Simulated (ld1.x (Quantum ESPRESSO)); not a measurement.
# aluminium, TM: configuration errors across variants

Al, norm-conserving Troullier–Martins (Kleinman–Bylander form), made with ld1.x (Quantum ESPRESSO) 7.5 (PBEsol, scalar-relativistic). Core [Ne], reference 3s1.5 3p1.5. Waves: 3s (bound): rc 1.55 bohr; 3d channel at 0.2 Ry: rc 1.70 bohr; 3p (bound): rc 1.75 bohr. Local part: the p channel. Core correction: Bessel-smoothed model core, default radius (core density twice the valence density).

All-electron excitation energies from the reference (eV): (1) 3s2 3p1 -2.537; (2) 3s2 3p0 3.199; (3) 3s1 3p0 22.370; (4) 3s0 3p3 7.868; (5) 3s1 3p2 2.582; (6) 3s1 3p1 8.991; (7) 3s2 3p1.3 -3.105.

Errors AE − PS in meV (a dash: test not solved or not reliable):

| change | (1) | (2) | (3) | (4) | (5) | (6) | (7) | bound ghosts |
| --- | --- | --- | --- | --- | --- | --- | --- | --- |
| base | -0.2 | +0.1 | +4.7 | -2.2 | -0.3 | +2.1 | +0.1 | none |
| all radii but the core radius scaled by about 0.74 (s 1.16, p 1.30, d 1.26 bohr) | +0.3 | +1.4 | +14 | +6.5 | +0.5 | +9.1 | +1.1 | none |
| all radii but the core radius scaled by about 0.81 (s 1.26, p 1.42, d 1.38 bohr) | 0.0 | +0.6 | +8.6 | +0.4 | -0.1 | +4.9 | +0.5 | none |
| all radii but the core radius scaled by about 1.09 (s 1.68, p 1.90, d 1.86 bohr) | -0.3 | -0.3 | +4.9 | -3.3 | -0.4 | +1.6 | 0.0 | none |
| all radii but the core radius scaled by about 1.14 (s 1.78, p 2.00, d 1.94 bohr) | -0.4 | -0.5 | +5.5 | -4.1 | -0.5 | +1.5 | -0.1 | none |
| all radii but the core radius scaled by about 1.23 (s 1.90, p 2.16, d 2.10 bohr) | -0.5 | -0.7 | +6.6 | -5.8 | -0.7 | +1.3 | -0.2 | none |
| all radii but the core radius scaled by about 1.28 (s 1.98, p 2.24, d 2.18 bohr) | -0.6 | -0.9 | +7.1 | -7.1 | -0.8 | +1.2 | -0.3 | none |
| all radii but the core radius scaled by about 1.40 (s 2.18, p 2.46, d 2.38 bohr) | -1.0 | -1.4 | +6.9 | -11 | -1.2 | +0.7 | -0.6 | none |

**Question.** Give the same row for: all radii but the core radius scaled by about 0.94 (s 1.46, p 1.64, d 1.60 bohr).

**Answer.** -0.1, +0.4, +5.1, -0.8, -0.2, +2.7, +0.2; bound ghosts: none.
